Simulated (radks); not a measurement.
Values are calculated unless marked as measured or tabulated.
Ionisation of neutral tantalum, [Xe] 4f14 5d3 6s2, to Ta+, [Xe] 4f14 5d3 6s1, under several functionals. Dirac Kohn-Sham, spin-unpolarised, spherical densities, point nucleus; open shells fill j = l - 1/2 first; a radial shooting solver on a logarithmic mesh with Libxc functionals.

AM05: E(Ta) (hartree) -15617.0358; Exc (hartree) -308.3794; IE (eV) 8.336; -e(HOMO) (eV) 3.730; <r> HOMO (bohr) 2.210; IE error (eV) +0.787
LDA (Slater exchange, VWN5 correlation): E(Ta) (hartree) -15616.7175; Exc (hartree) -308.0587; IE (eV) 8.597; -e(HOMO) (eV) 3.937; <r> HOMO (bohr) 2.208; IE error (eV) +1.047
exchange-only B88: E(Ta) (hartree) -15622.9595; Exc (hartree) -314.3373; IE (eV) 7.693; -e(HOMO) (eV) 2.935; <r> HOMO (bohr) 2.258; IE error (eV) +0.143
HCTH/407: E(Ta) (hartree) -15635.1339; Exc (hartree) -326.9324; IE (eV) 8.348; -e(HOMO) (eV) 3.910; <r> HOMO (bohr) 2.192; IE error (eV) +0.798
exchange-only PBE: E(Ta) (hartree) -15621.6136; Exc (hartree) -312.9714; IE (eV) 7.691; -e(HOMO) (eV) 2.941; <r> HOMO (bohr) 2.264; IE error (eV) +0.142
OLYP: E(Ta) (hartree) -15631.5587; Exc (hartree) -323.1982; IE (eV) 8.007; -e(HOMO) (eV) 3.566; <r> HOMO (bohr) 2.198; IE error (eV) +0.457
LDA (Slater exchange, Perdew-Zunger correlation): E(Ta) (hartree) -15616.6927; Exc (hartree) -308.0337; IE (eV) 8.606; -e(HOMO) (eV) 3.938; <r> HOMO (bohr) 2.210; IE error (eV) +1.056

NIST Atomic Spectra Database: 7.550 eV (measured). Closest: exchange-only PBE. The Delta-SCF values span 0.91 eV, the total energies 18.44 hartree. The highest occupied level is 5d3/2. Spin polarisation and multiplet splitting are left out, so open shells lie too high by an amount that depends on their filling.

Beside tabulated values, note that spin-unpolarised runs miss the spin-polarisation part of the exchange energy of open shells.
